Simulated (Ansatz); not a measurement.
`C=CCSC(F)(F)F`, charge 0, multiplicity 1.

Give a relaxed structure at PBE0-D4/def2-TZVP (the Gaussian-basis code of Ansatz). (Best estimate.)

Ansatz gave: 
Z-matrix (Å, degrees):
```
C
C 1 1.487
S 1 1.817 2 114.5
H 1 1.095 2 111.0 3 -114.8
H 1 1.091 2 112.0 3 124.8
C 2 1.324 1 123.5 3 -122.6
H 2 1.087 1 116.2 3 57.0
C 3 1.802 1 100.2 2 67.2
H 6 1.083 2 121.4 1 -179.5
H 6 1.085 2 121.5 1 0.8
F 8 1.334 3 107.7 1 166.4
F 8 1.333 3 113.8 1 -74.5
F 8 1.337 3 112.6 1 47.2
```
This is one stationary point; other conformers may exist.
